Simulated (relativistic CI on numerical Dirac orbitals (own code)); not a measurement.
Sensitivity of the levels of Yb48+ to α and to the nuclear radius

These numbers are calculated, not measured: Dirac-Coulomb-Breit CI, orbitals from a KLI potential per configuration, derivatives by finite differences, unscaled Slater integrals, QED left out (own radial code, finite nucleus).

Configurations in the expansion (outside the closed core [Ne] 3s2): 3p6 3d4, 3p5 3d5, 3p6 3d3 4p, 3p6 3d2 4s 4p, 3p6 3d2 4s2, 3p6 3d 4s2 4p. Double excitations out of closed p, d and f shells are left out; levels of such configurations are missing from the list, as are those of other unlisted configurations, and high levels can miss mixing partners.

With x = (α/α₀)² − 1 an excitation energy changes as ω = ω₀ + qx; K = 2q/ω₀ is the relative enhancement. Terms are leading LS components, so labels can repeat. The field-shift factor is F = δν/δ⟨r²⟩ for the transition from the lowest level.

Lowest level 3p6 3d4 3P_0.

```tsv
Level	ω₀ (cm⁻¹)	q (cm⁻¹)	K	F (GHz/fm²)
3p6 3d4 5D_1	377130	452300	2.4	8.86
3p6 3d4 3F_4	470046	441000	1.88	9.17
3p6 3d4 5D_2	489577	479100	1.96	9.83
3p6 3d4 3F_3	517652	469100	1.81	9.8
3p6 3d4 5D_0	827077	898900	2.17	18
3p6 3d4 5D_2	834702	870600	2.09	17.6
3p6 3d4 3H_4	844517	896000	2.12	18.1
3p6 3d4 5D_3	862319	896500	2.08	18.1
3p6 3d4 3H_5	889536	883300	1.99	18.1
3p6 3d4 1I_6	910124	878200	1.93	18.1
3p6 3d4 3P_1	931775	910400	1.95	18.6
3p6 3d4 3G_4	959430	892700	1.86	18.6
3p6 3d4 3F_3	960662	881400	1.83	18.4
3p6 3d4 3D_2	976251	898500	1.84	18.7
3p6 3d4 3F_2	1074246	907700	1.69	19.3
3p6 3d4 3F_4	1112293	917200	1.65	19.6
3p6 3d4 1D_2	1211024	934500	1.54	20.3
3p6 3d4 5D_4	1300368	1.322e+06	2.03	26.8
3p6 3d4 3F_3	1311313	1.335e+06	2.04	27.1
3p6 3d4 3P_0	1319318	1.027e+06	1.56	22.2
3p6 3d4 3G_5	1352785	1.339e+06	1.98	27.4
3p6 3d4 3D_1	1354420	1.336e+06	1.97	27.3
3p6 3d4 3H_6	1354978	1.331e+06	1.96	27.3
```

At this charge energies of transitions that change n are usually good to better than 1 %, and those within a shell (Δn = 0) to a few per cent.
